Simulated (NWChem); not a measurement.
System: C₃H₄N₂, triplet; SMILES of the neutral closed-shell parent c1cc[nH]n1

Here is an NWChem input.

```
start job
memory heap 200 mb stack 900 mb global 1100 mb
geometry units angstroms noautoz
  C     -0.600825     1.063718     0.087075
  C      0.739057     0.898319     0.003380
  N      1.099954    -0.434199    -0.123537
  N     -0.027116    -1.145912     0.194919
  C     -1.166874    -0.310419    -0.043137
  H     -1.167614     1.989278     0.166691
  H      1.527751     1.651484    -0.000518
  H     -0.024706    -2.078262    -0.206544
  H     -1.803512    -0.553479    -0.914432
end
basis spherical
  * library def2-svp
end
dft
  odft
  mult 3
  xc mn15
  grid xcoarse
  iterations 150
  mulliken
end
task dft gradient
```

Output (shortened):

```
             Northwest Computational Chemistry Package (NWChem) 7.3.0
             --------------------------------------------------------

 C1  symmetry detected

                             Geometry "geometry" -> ""
                             -------------------------

 Output coordinates in angstroms (scale by  1.889725989 to convert to a.u.)

  No.       Tag          Charge          X              Y              Z
 ---- ---------------- ---------- -------------- -------------- --------------
    1 C                    6.0000    -0.53541695     1.10076879     0.08147309
    2 C                    6.0000     0.79344428     0.85790592     0.01225673
    3 N                    7.0000     1.07800263    -0.49378630    -0.10569870
    4 N                    7.0000    -0.09145936    -1.13779095     0.20390279
    5 C                    6.0000    -1.17858041    -0.23896637    -0.04917763
    6 H                    1.0000    -1.04855128     2.05786058     0.15160344
    7 H                    1.0000     1.62433926     1.56425060     0.01354015
    8 H                    1.0000    -0.13888256    -2.07052755    -0.19385132
    9 H                    1.0000    -1.81938981    -0.44879291    -0.92603407

 Effective nuclear repulsion energy (a.u.)     159.5784871094

                                 NWChem DFT Module
                                 -----------------

 Summary of "ao basis" -> "ao basis" (spherical)
 ------------------------------------------------------------------------------
       Tag                 Description            Shells   Functions and Types
 ---------------- ------------------------------  ------  ---------------------
 C                          def2-svp                 6       14   3s2p1d
 N                          def2-svp                 6       14   3s2p1d
 H                          def2-svp                 3        5   2s1p

            General Information
            -------------------
          SCF calculation type: DFT
          Wavefunction type:  spin polarized.
          No. of atoms     :     9
          No. of electrons :    36
           Alpha electrons :    19
            Beta electrons :    17
          Charge           :     0
          Spin multiplicity:     3
          Use of symmetry is: off; symmetry adaption is: off
          Maximum number of iterations: 150
          AO basis - number of functions:    90
                     number of shells:    42
          Convergence on energy requested:  1.00D-06
          Convergence on density requested:  1.00D-05
          Convergence on gradient requested:  5.00D-04

              XC Information
              --------------
                         MN15 Method XC Functional
                     Hartree-Fock (Exact) Exchange  0.440
                          MN15 Exchange Functional  1.000
                        MN15 Correlation Potential  1.000

             Grid Information
             ----------------
          Grid used for XC integration:  xcoarse
          Radial quadrature: Mura-Knowles
          Angular quadrature: Lebedev.
          Tag              B.-S. Rad. Rad. Pts. Rad. Cut. Ang. Pts.
          ---              ---------- --------- --------- ---------
          C                   0.70       21           9.0       194
          N                   0.65       21           9.0       194
          H                   0.35       21          10.0       194
          Grid pruning is: on
          Number of quadrature shells:   189
          Spatial weights used:  Erf1

      Superposition of Atomic Density Guess
      -------------------------------------

 Sum of atomic energies:        -223.35991081

      Non-variational initial energy
      ------------------------------

 Total energy =    -226.333183
 1-e energy   =    -617.156128
 2-e energy   =     231.244458
 HOMO         =      -0.224353
 LUMO         =      -0.055900

     ---------------------------------------------
      Total Density - Mulliken Population Analysis
     ---------------------------------------------

    Atom       Charge   Shell Charges
 -----------   ------   -------------------------------------------------------
    1 C    6     6.26   1.99  0.98  0.33  1.99  0.93  0.03
    2 C    6     5.91   1.99  0.97  0.26  1.90  0.74  0.05
    3 N    7     7.25   1.99  1.09  0.61  2.16  1.37  0.03
    4 N    7     7.18   1.99  1.03  0.45  2.29  1.39  0.03
    5 C    6     5.89   1.99  0.99  0.28  1.74  0.85  0.04
    6 H    1     0.90   0.66  0.21  0.03
    7 H    1     0.92   0.67  0.22  0.02
    8 H    1     0.79   0.62  0.13  0.04
    9 H    1     0.91   0.67  0.22  0.02

     --------------------------------------------
      Spin Density - Mulliken Population Analysis
     --------------------------------------------

    Atom       Charge   Shell Charges
 -----------   ------   -------------------------------------------------------
    1 C    6     0.23   0.00  0.00 -0.00  0.13  0.09  0.01
    2 C    6     0.10   0.00  0.01 -0.00  0.05  0.04  0.01
    3 N    7     0.56   0.00  0.00 -0.00  0.34  0.22  0.00
    4 N    7     0.25   0.00  0.01  0.01  0.15  0.07  0.00
    5 C    6     0.78   0.00  0.02  0.02  0.40  0.32  0.00
    6 H    1     0.00   0.00  0.00  0.00
    7 H    1     0.01   0.00  0.00  0.00
    8 H    1     0.01   0.01  0.00  0.00
    9 H    1     0.07   0.04  0.03  0.00

   convergence    iter        energy       DeltaE   RMS-Dens  Diis-err
 ---------------- ----- ----------------- --------- --------- ---------
 d= 0,ls=0.0,diis     1   -225.5044309579 -3.85D+02  5.84D-03  1.73D-01
                                                     4.18D-03  1.60D-01
 d= 0,ls=0.0,diis     2   -225.5654441270 -6.10D-02  2.25D-03  2.73D-02
                                                     1.99D-03  2.67D-02
 d= 0,ls=0.0,diis     3   -225.5731715422 -7.73D-03  1.06D-03  1.34D-02
                                                     8.82D-04  1.24D-02
 d= 0,ls=0.0,diis     4   -225.5792610957 -6.09D-03  2.99D-04  8.93D-04
                                                     2.52D-04  7.20D-04
 d= 0,ls=0.0,diis     5   -225.5797176113 -4.57D-04  1.39D-04  4.95D-05
                                                     1.73D-04  1.04D-04
  Resetting Diis
 d= 0,ls=0.0,diis     6   -225.5798393809 -1.22D-04  1.00D-04  1.62D-05
                                                     9.97D-05  1.16D-05
 d= 0,ls=0.0,diis     7   -225.5798745725 -3.52D-05  5.03D-05  4.21D-06
                                                     4.44D-05  3.61D-06
 d= 0,ls=0.0,diis     8   -225.5798836186 -9.05D-06  1.68D-05  2.13D-06
                                                     2.51D-05  3.58D-06
 d= 0,ls=0.0,diis     9   -225.5798874553 -3.84D-06  4.60D-05  1.41D-06
                                                     4.03D-05  8.58D-07
 d= 0,ls=0.0,diis    10   -225.5798925026 -5.05D-06  3.64D-05  4.22D-07
                                                     4.18D-05  7.30D-07
 d= 0,ls=0.0,diis    11   -225.5798948578 -2.36D-06  9.77D-06  6.13D-08
                                                     7.13D-06  4.46D-08
 d= 0,ls=0.0,diis    12   -225.5798950201 -1.62D-07  7.67D-06  1.04D-08
                                                     5.14D-06  2.23D-08

         Total DFT energy =     -225.579895020141
      One electron energy =     -620.238109732776
           Coulomb energy =      266.235781468236
    Exchange-Corr. energy =      -31.156053864996
 Nuclear repulsion energy =      159.578487109395

 Numeric. integr. density =       35.996827861210

                    DFT Final Alpha Molecular Orbital Analysis
                    ------------------------------------------

 Vector   17  Occ=1.000000D+00  E=-3.294286D-01
              MO Center=  6.5D-03,  1.9D-01,  1.6D-01, r^2= 2.3D+00
   Bfn.  Coefficient  Atom+Function         Bfn.  Coefficient  Atom+Function
  ----- ------------  ---------------      ----- ------------  ---------------
    48      0.385056  4 N  pz                 6      0.354503  1 C  pz
    20      0.324247  2 C  pz                51     -0.293157  4 N  pz
     9      0.238368  1 C  pz                23      0.196369  2 C  pz
    44     -0.121607  4 N  s                 45     -0.095549  4 N  s
    81      0.079368  8 H  s                 43     -0.052334  4 N  s

 Vector   18  Occ=1.000000D+00  E=-3.046443D-01
              MO Center= -1.9D-01, -2.5D-01,  4.5D-02, r^2= 2.5D+00
   Bfn.  Coefficient  Atom+Function         Bfn.  Coefficient  Atom+Function
  ----- ------------  ---------------      ----- ------------  ---------------
    60      0.335874  5 C  px                34     -0.305143  3 N  pz
    62     -0.300660  5 C  pz                32     -0.290700  3 N  px
    37      0.225425  3 N  pz                63      0.226347  5 C  px
    65     -0.215380  5 C  pz                35      0.196045  3 N  px
     6     -0.159234  1 C  pz                46      0.123101  4 N  px

 Vector   19  Occ=1.000000D+00  E=-1.738257D-01
              MO Center= -3.3D-01, -2.5D-01,  8.2D-02, r^2= 2.6D+00
   Bfn.  Coefficient  Atom+Function         Bfn.  Coefficient  Atom+Function
  ----- ------------  ---------------      ----- ------------  ---------------
    34      0.349332  3 N  pz                48     -0.335348  4 N  pz
    51      0.319034  4 N  pz                62     -0.316797  5 C  pz
    37     -0.309317  3 N  pz                 9      0.268852  1 C  pz
    63      0.268716  5 C  px                 6      0.266291  1 C  pz
    65     -0.253537  5 C  pz                87      0.175313  9 H  s

 Vector   20  Occ=0.000000D+00  E= 5.691460D-02
              MO Center=  2.7D-01,  7.1D-01,  7.4D-03, r^2= 2.5D+00
   Bfn.  Coefficient  Atom+Function         Bfn.  Coefficient  Atom+Function
  ----- ------------  ---------------      ----- ------------  ---------------
    23      0.675380  2 C  pz                 9     -0.561761  1 C  pz
    20      0.472465  2 C  pz                 6     -0.362404  1 C  pz
    37     -0.293144  3 N  pz                34      0.254858  3 N  pz
    87     -0.235242  9 H  s                 31      0.190508  3 N  s
    63     -0.162304  5 C  px                59      0.149094  5 C  s

 Vector   21  Occ=0.000000D+00  E= 1.125343D-01
              MO Center= -5.9D-01, -1.1D+00, -5.0D-01, r^2= 5.9D+00
   Bfn.  Coefficient  Atom+Function         Bfn.  Coefficient  Atom+Function
  ----- ------------  ---------------      ----- ------------  ---------------
    82      1.110773  8 H  s                 87      1.022941  9 H  s
    45     -0.891521  4 N  s                 59     -0.710264  5 C  s
    72      0.544397  6 H  s                 77      0.535297  7 H  s
    65      0.445027  5 C  pz                 3     -0.325479  1 C  s
    50      0.287030  4 N  py                63      0.259871  5 C  px

 Vector   22  Occ=0.000000D+00  E= 1.465926D-01
              MO Center= -8.2D-02,  1.6D+00, -7.5D-02, r^2= 6.5D+00
   Bfn.  Coefficient  Atom+Function         Bfn.  Coefficient  Atom+Function
  ----- ------------  ---------------      ----- ------------  ---------------
    72      1.494978  6 H  s                 77      1.312343  7 H  s
     3     -1.025145  1 C  s                 17     -1.024492  2 C  s
    87     -0.740804  9 H  s                 59      0.530772  5 C  s
     8     -0.512540  1 C  py                 7      0.443875  1 C  px
    21     -0.424515  2 C  px                82     -0.393329  8 H  s

                     DFT Final Beta Molecular Orbital Analysis
                     -----------------------------------------

 Vector   15  Occ=1.000000D+00  E=-4.043376D-01
              MO Center= -1.5D-01,  1.7D-02, -8.6D-02, r^2= 2.7D+00
   Bfn.  Coefficient  Atom+Function         Bfn.  Coefficient  Atom+Function
  ----- ------------  ---------------      ----- ------------  ---------------
    86      0.240793  9 H  s                 48     -0.229830  4 N  pz
    60     -0.224668  5 C  px                34     -0.216248  3 N  pz
    20      0.190250  2 C  pz                61     -0.179921  5 C  py
     4      0.172603  1 C  px                76     -0.164890  7 H  s
    51      0.163229  4 N  pz                18     -0.161206  2 C  px

 Vector   16  Occ=1.000000D+00  E=-3.273987D-01
              MO Center=  9.4D-01, -4.6D-01, -1.1D-01, r^2= 1.7D+00
   Bfn.  Coefficient  Atom+Function         Bfn.  Coefficient  Atom+Function
  ----- ------------  ---------------      ----- ------------  ---------------
    32      0.398392  3 N  px                31     -0.329071  3 N  s
    33     -0.257433  3 N  py                35     -0.248370  3 N  px
    30     -0.227084  3 N  s                 36      0.194919  3 N  py
    19     -0.162475  2 C  py                 4     -0.154541  1 C  px
    46     -0.152569  4 N  px                18      0.144059  2 C  px

 Vector   17  Occ=1.000000D+00  E=-3.046964D-01
              MO Center=  9.5D-02,  2.1D-01,  1.4D-01, r^2= 2.3D+00
   Bfn.  Coefficient  Atom+Function         Bfn.  Coefficient  Atom+Function
  ----- ------------  ---------------      ----- ------------  ---------------
    20      0.364362  2 C  pz                48      0.357170  4 N  pz
     6      0.320207  1 C  pz                51     -0.284610  4 N  pz
    23      0.237569  2 C  pz                 9      0.217444  1 C  pz
    44     -0.127616  4 N  s                 45     -0.097524  4 N  s
    81      0.059480  8 H  s                 43     -0.055274  4 N  s

 Vector   18  Occ=0.000000D+00  E=-9.651516D-02
              MO Center= -1.7D-01,  1.3D-02,  4.5D-02, r^2= 2.6D+00
   Bfn.  Coefficient  Atom+Function         Bfn.  Coefficient  Atom+Function
  ----- ------------  ---------------      ----- ------------  ---------------
    34      0.303626  3 N  pz                 9      0.277770  1 C  pz
     6      0.267602  1 C  pz                37     -0.255094  3 N  pz
    60     -0.246310  5 C  px                62      0.233552  5 C  pz
    32      0.203031  3 N  px                63     -0.201705  5 C  px
    65      0.201442  5 C  pz                23     -0.184016  2 C  pz

 Vector   19  Occ=0.000000D+00  E= 2.403154D-02
              MO Center= -5.7D-01, -3.1D-01,  5.8D-02, r^2= 2.7D+00
   Bfn.  Coefficient  Atom+Function         Bfn.  Coefficient  Atom+Function
  ----- ------------  ---------------      ----- ------------  ---------------
    63      0.461775  5 C  px                37     -0.316974  3 N  pz
     3     -0.309771  1 C  s                 87      0.301429  9 H  s
    34      0.298037  3 N  pz                51      0.297113  4 N  pz
    62     -0.287561  5 C  pz                48     -0.282158  4 N  pz
    65     -0.261709  5 C  pz                 9      0.243824  1 C  pz

[...]

                         DFT ENERGY GRADIENTS

    atom               coordinates                        gradient
                 x          y          z           x          y          z
   1 C      -1.011791   2.080151   0.153962   -0.001161  -0.002453  -0.000612
   2 C       1.499392   1.621207   0.023162    0.001440  -0.004115  -0.000422
   3 N       2.037130  -0.933121  -0.199742   -0.002845   0.002005   0.001107
   4 N      -0.172833  -2.150113   0.385320    0.000488   0.003962  -0.001133
   5 C      -2.227194  -0.451581  -0.092932    0.002990  -0.001080   0.004522
   6 H      -1.981475   3.888793   0.286489   -0.000382   0.000370  -0.000255
   7 H       3.069556   2.956005   0.025587    0.000555  -0.000128   0.000054
   8 H      -0.262450  -3.912730  -0.366326    0.000225   0.001827  -0.000453
   9 H      -3.438148  -0.848096  -1.749951   -0.001310  -0.000389  -0.002809
```

Level: MN15/def2-SVP, spin-unrestricted. Geometry: optimised at PBE0/def2-SVP, spin-unrestricted. The spin multiplicity was typed, not searched, and may not be the lowest. No stability test was run on the SCF state.
